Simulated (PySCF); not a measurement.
# How the method changes the shape and vibrations of BFH3Si cation

Calculated results; nothing here was measured. They come from PySCF 2.14.0, an open-source quantum chemistry program, on an isolated molecule that a program drew, which may never have been made. The molecule is BFH3Si cation (charge +1, singlet), drawn as the SMILES string `F[B+][SiH3]`.

The geometry was optimised and harmonic frequencies were computed with HF and MP2, all in the cc-pV(D+d)Z basis, for the commonest isotopes, with a restricted reference for singlets and an unrestricted one otherwise, and a frozen core in MP2. Each result is a local minimum of its method.

Geometry at the HF minimum:
```xyz
6
BFH3Si cation, angstrom
F     1.0931   -2.4259    1.4564
B     0.1060   -1.7072    1.3614
Si   -1.5944   -0.4692    1.1973
H    -1.7239    0.0197    2.5729
H    -2.6055   -1.4322    0.7521
H    -1.1418    0.5055    0.2007
```

Lengths of the bonds as drawn, in Å (atoms numbered as above):
```
bond,HF,MP2
F1-B2,1.225,1.243
B2-Si3,2.110,2.082
Si3-H4,1.466,1.471
Si3-H5,1.466,1.471
Si3-H6,1.466,1.471
```

Rotational constants, in GHz:
```
constant     HF    MP2
       A  80.86  80.19
       B   3.53  3.557
       C   3.53  3.557
```

Harmonic frequencies in cm^-1, each column in rising order, so a row needn't be the same motion in every method:
| rank | HF | MP2 |
|---|---|---|
| 1 | 277 | 261 |
| 2 | 278 | 261 |
| 3 | 396 | 408 |
| 4 | 653 | 616 |
| 5 | 653 | 617 |
| 6 | 936 | 871 |
| 7 | 994 | 937 |
| 8 | 995 | 937 |
| 9 | 1707 | ? |
| 10 | 2385 | 2327 |
| 11 | 2418 | 2368 |
| 12 | 2418 | 2369 |

**Estimate the missing MP2 frequency from the HF column.**

A single factor s that minimises the squared misfit of MP2 against s times HF over the other rows is sum(HF x MP2) / sum(HF^2) = 0.9717, with an rms misfit of 22 cm^-1. For rank 9 it gives 0.9717 x 1707 = 1659 cm^-1. The calculation gives 1644 cm^-1, 15 cm^-1 below the estimate. The drawn bonds are on average 0.2 % longer in MP2 than in HF.
